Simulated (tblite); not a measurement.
Compound: C6H15NSi2.
Numbering: `[CH3:1][N:2]([CH3:3])[C:4]1=[C:5]([CH2:6][SiH3:7])[CH2:8][SiH2:9]1` (hydrogens: H10, H11, H12 on C1; H13, H14, H15 on C3; H16, H17 on C6; H18, H19, H20 on Si7; H21, H22 on C8; H23, H24 on Si9)

Cartesian coordinates in Å at the GFN2-xTB level; atoms count from 1:
```
atom  x, y, z in Å
C1    -2.726   -0.439    0.733
N2    -1.410    0.153    0.674
C3    -1.456    1.552    0.303
C4    -0.467   -0.638    0.012
C5     0.876   -0.506   -0.070
C6     1.820    0.502    0.469
Si7    2.461    1.694   -0.879
C8     1.317   -1.686   -0.909
Si9   -0.518   -2.227   -1.011
H10   -3.226   -0.460   -0.247
H11   -2.644   -1.460    1.101
H12   -3.343    0.134    1.426
H13   -0.451    1.961    0.269
H14   -1.928    1.703   -0.681
H15   -2.035    2.098    1.050
H16    2.683   -0.021    0.892
H17    1.351    1.059    1.282
H18    1.336    2.259   -1.629
H19    3.339    0.974   -1.803
H20    3.215    2.774   -0.236
H21    1.796   -1.389   -1.842
H22    2.007   -2.350   -0.387
H23   -1.137   -2.189   -2.339
H24   -0.873   -3.477   -0.336
```

All values are computed: GFN2-xTB (tblite) harmonic vibrations without scaling, gas phase. The method is semi-empirical: single wavenumbers can be off by several per cent or more. Modes of hydrogen on silicon can be 10 to 20 % off. One conformer, not necessarily the lowest.

Harmonic wavenumbers (cm⁻¹): 35.6, 73.2, 79.2, 92.3, 131.5, 157.3, 173.9, 200.4, 223.0, 276.8, 358.2, 372.8, 433.7, 438.1, 455.7, 472.7, 513.5, 530.1, 564.7, 617.2, 638.5, 728.4, 738.1, 773.1, 778.4, 788.4, 798.3, 799.4, 807.1, 928.1, 960.2, 1042.4, 1050.1, 1075.9, 1084.4, 1122.8, 1135.0, 1165.1, 1196.9, 1224.9, 1256.1, 1315.4, 1408.7, 1421.5, 1462.8, 1479.3, 1481.2, 1485.1, 1491.5, 1496.7, 1652.0, 2227.9, 2248.0, 2251.4, 2252.5, 2263.5, 2848.8, 2854.3, 2939.6, 2951.1, 2972.7, 2976.9, 2982.3, 2997.3, 3029.7, 3059.9.

A = 1482, B = 840.2, C = 590.0 MHz; mass 157.074 u (most abundant isotopes); point group C1, symmetry number 1.

Task: What is the zero-point energy?

Result: Half the sum of the wavenumbers: 40921 cm⁻¹ = 117.00 kcal/mol.

Task: Entropy at 298.15 K, 1 bar (ideal gas, RRHO, classical rotation)?

Result: Translation 41.09, rotation 30.46, vibration 41.28: S = 112.8 cal/(mol K).

Task: And Cp and H(298.15 K) − H(0)?

Result: Cp = 50.72 cal/(mol K), of which vibrations give 42.77 (their classical limit is 66 R = 131.2); H(298.15 K) − H(0) = 8.85 kcal/mol without the zero-point energy, 6.48 from vibrations.

Task: What must be added to the electronic energy to get the Gibbs energy at 298.15 K and 1 bar?

Result: ZPE + [H(298.15 K) − H(0)] − T·S = 117.00 + 8.85 − 33.64 = 92.21 kcal/mol.

Task: Which modes carry the vibrational entropy at 298.15 K?

Result: 35.6 cm⁻¹: 5.49; 73.2 cm⁻¹: 4.07; 79.2 cm⁻¹: 3.91; 92.3 cm⁻¹: 3.61; 131.5 cm⁻¹: 2.92; 157.3 cm⁻¹: 2.58 cal/(mol K); the other 60 give 18.70 together.

Task: Blend soft modes into free rotors: weight 1/[1 + (100 cm⁻¹/ν̃)⁴] for the oscillator and the rest for a rotor with moment μB/(μ + B), μ = h/(8π²ν), B = 10⁻⁴⁴ kg m². What vibrational entropy results?

Result: 37.92 cal/(mol K) in place of 41.28, which changes −T·S at 298.15 K by +1.00 kcal/mol.

Task: How do the functions run with temperature in this model?

Result: 
```tsv
T (K)	S (cal/(mol K))	Cp (cal/(mol K))	H − H(0) (kcal/mol)	G − H(0) (kcal/mol)	ln q(vib)
100	75.2	23.1	1.52	-5.99	2.53
200	95.5	37.1	4.53	-14.56	6.23
300	113.1	51.0	8.94	-25.01	9.91
500	144.9	73.9	21.56	-50.88	17.13
800	184.9	96.2	47.36	-100.55	27.30
1000	207.5	106.0	67.63	-139.84	33.52
```

q(vib) and H(0) count from the zero-point level.

Hindered rotation and anharmonicity are outside this model. Other conformers, if any are populated, would add a mixing term that is left out. The structure is chiral; the term R ln 2 for an equal mix with its mirror image is left out.
